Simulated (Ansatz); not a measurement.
# C3H8BI: structure from calculated spectroscopic constants

These gas-phase data were calculated for one isomer of C3H8BI at B3LYP-D3(BJ)/def2-SVP (harmonic, unscaled wavenumbers; equilibrium rotational constants with average atomic masses):

| Quantity | Value |
| --- | --- |
| rotational constants | 6.101, 1.121, 0.9635 GHz |
| all wavenumbers above 1500 cm⁻¹ | 3150, 3108, 3107, 3068, 3041, 3030, 3014, 3011 |

Candidates:

(1) `CCB(C)I`, a singlet
(2) `CCCBI`, a singlet

Assign the data to one candidate and say why.

Candidate (1). No mode falls between 2350 and 2900 cm⁻¹, where the B–H stretch of (2) would stand.

The same quantities for all candidates:

```tsv
	rotational constants (GHz)	wavenumbers above 1500 cm⁻¹	E above the lowest, B3LYP-D3(BJ)/def2-SVP (kcal/mol)
(1)	6.101, 1.121, 0.9635	3150, 3108, 3107, 3068, 3041, 3030, 3014, 3011	0.0
(2)	8.271, 0.9302, 0.8493	3109, 3100, 3073, 3037, 3021, 2994, 2970, 2649	11.7
```

Each candidate is one conformer. Atoms past krypton carry core potentials. Programs: Ansatz 0.2.0.
